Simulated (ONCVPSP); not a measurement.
What one change does to a pseudopotential (rhenium, ONCV)

ONCVPSP 4.0.1 input, shortened (lines: element, Z, core and valence counts, functional; n l f; lmax; l rc ep ncon nbas qcut; lloc lpopt rc5 dvloc0; l nproj debl; icmod fcfact rcfact), LDA (Perdew-Wang 92), fully relativistic:

```
  Re 75.00   10    4  -001012      upf
    1    0    2.00
    2    0    2.00
    2    1    6.00
    3    0    2.00
    3    1    6.00
    3    2   10.00
    4    0    2.00
    4    1    6.00
    4    2   10.00
    4    3   14.00
    5    0    2.00
    5    1    6.00
    5    2    5.00
    6    0    1.50
    2
    0    1.80    0.00    3    7    6.60
    1    1.30    0.00    4    7    7.20
    2    2.15    0.00    4    8    5.90
    4    5    0.90    2.00
    0    2    3.10
    1    2    2.10
    2    2    1.70
    1    0.75    0.00
```

Open shells are filled in proportion to 2j + 1.

All-electron outer shells of the reference configuration (LDA (PZ), scalar-relativistic, ld1.x):

```json
{"shell": "5s", "level (eV)": "-89.28", "outermost node (bohr)": "0.52", "outermost maximum (bohr)": "0.93"}
{"shell": "5p", "level (eV)": "-50.99", "outermost node (bohr)": "0.56", "outermost maximum (bohr)": "1.06"}
{"shell": "4f", "level (eV)": "-46.37", "outermost node (bohr)": "–", "outermost maximum (bohr)": "0.41"}
{"shell": "6s", "level (eV)": "-9.49", "outermost node (bohr)": "1.24", "outermost maximum (bohr)": "2.51"}
{"shell": "5d", "level (eV)": "-9.26", "outermost node (bohr)": "0.62", "outermost maximum (bohr)": "1.43"}
```

Change: d: rc 3.16.

Cutoffs: the cutoffs (Ha) at which the residual kinetic energy of the hardest occupied pseudo-wave falls to 1 and 0.1 mHa per electron; they do not see the model core or the augmentation charge, which bear on the density cutoff. Errors are all-electron minus pseudo energies relative to the spin-unpolarised reference configuration.

Task: What does the change do?

Result: The potential gets neither clearly harder nor softer (45 Ha and 85 Ha → 45 Ha and 85 Ha); the bound ghosts move from d, s to s; of the 4 tests that both files solve, the error grows in 1 and shrinks in 0 by more than 15 % and 0.3 meV (median size 0.4 → 0.5 meV).

| quantity | base | changed |
| --- | --- | --- |
| cutoff, loose | 45 Ha | 45 Ha |
| cutoff, tight | 85 Ha | 85 Ha |
| loose cutoff by channel | s 14 Ha, p 45 Ha, d 14 Ha | s 14 Ha, p 45 Ha, d 11 Ha |
| bound ghosts | s, d3/2 | s |
| GHOST(+) flags under 300 eV | p3/2 at 215.7 eV, p1/2 at 292.3 eV | p3/2 at 215.7 eV, d3/2 at 217.8 eV, p1/2 at 292.3 eV |
| error for 5s2 5p6 5d5 6s2, meV [ΔE -3.90 eV] | -0.4 | -0.3 |
| error for 5s2 5p6 5d5 6s1, meV [ΔE 5.61 eV] | -0.3 | -0.5 |
| error for 5s2 5p6 5d5 6s0, meV [ΔE 22.28 eV] | -5.9 | -11 |
| error for 5s2 5p6 5d5 6s1 6p1, meV [ΔE 0.92 eV] | -0.4 | -0.5 |
| s: phases at 1.83 bohr within 0.05 rad from the reference energy up to (Ha; the scan ends near 5) | to the end of the scan | to the end of the scan |
| p3/2: phases at 1.32 bohr within 0.05 rad from the reference energy up to (Ha; the scan ends near 5) | to the end of the scan | to the end of the scan |
| p1/2: phases at 1.32 bohr within 0.05 rad from the reference energy up to (Ha; the scan ends near 5) | to the end of the scan | to the end of the scan |
| rms error of d²Exc/dni dnj with the model core, mHa | 2.10 | 2.48 |

 A true bound ghost makes a file unfit for plane-wave use even where its test errors are small: the radial tests pick states by their node count and pass the ghost by.
